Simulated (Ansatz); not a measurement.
Computed with Ansatz on PBE0-D4/def2-TZVP structures; ΔE is electronic, products minus reactants. CBS: MP2 limit from def2 TZ/QZ plus the TZ coupled-cluster correction, frozen cores. This one scheme is used for every species. Functionals use def2-TZVPP. For Ge outer-core shells are correlated without core-valence functions, which leaves a few kJ/mol of doubt a bond. Scalar relativity is left out up to krypton. One conformer a species, not always the lowest.

Consider the cleavage of the B–Ge bond: `N[BH][GeH3]` + NH₃ → `NBN` + GeH₄.

`N[BH][GeH3]`:

Z-matrix (Å, degrees):
```
Ge
B 1 2.064
H 1 1.542 2 112.0
H 1 1.546 2 112.0 3 -120.2
H 1 1.542 2 112.0 3 119.6
N 2 1.384 1 120.3 3 119.8
H 2 1.198 1 121.6 3 -60.2
H 6 1.008 2 123.0 1 -180.0
H 6 1.007 2 123.6 1 0.0
```

NH₃:

Z-matrix (Å, degrees):
```
N
H 1 1.013
H 1 1.013 2 107.1
H 1 1.013 2 107.1 3 -114.5
```

`NBN`:

Z-matrix (Å, degrees):
```
N
B 1 1.409
H 1 1.002 2 121.9
H 1 1.005 2 124.5 3 -180.0
N 2 1.409 1 122.9 3 180.0
H 2 1.200 1 118.5 3 -0.0
H 5 1.003 2 121.9 1 -180.0
H 5 1.005 2 124.5 1 -0.0
```

GeH₄:

```xyz
5

Ge    0.000    0.000    0.000
H     0.572   -0.755   -1.207
H    -1.485    0.298   -0.241
H     0.762    1.318    0.187
H     0.151   -0.861    1.261
```

```
             level  ΔE (eV)
         revPBE-D4    -0.92
           BLYP-D4    -0.98
       HF/def2-SVP    -1.27
SCS-MP2/def2-QZVPP    -1.00
```

(1) What does CCSD(T)/CBS give? (An estimate is asked.)

Largest T1 diagnostic among the species: 0.013.

## Answers

(1) Computed: -0.93 eV. The listed levels differ from it by 0.01, -0.05, -0.34, -0.07 eV.

From PBE to PBE0 (25 % exact exchange), in def2-TZVPP and without D4, ΔE moves by −0.04 eV. Leaving LDA and LC-ωPBE aside and taking each functional with its dispersion term where it has one, the values, not all of them listed here, spread over 0.17 eV, from CAM-B3LYP-D4 to revPBE-D4. LDA lies −0.11 eV from PBE without D4. At CCSD(T), def2-SVP lies −0.17 eV from the extrapolated value and def2-TZVPP −0.02 eV.
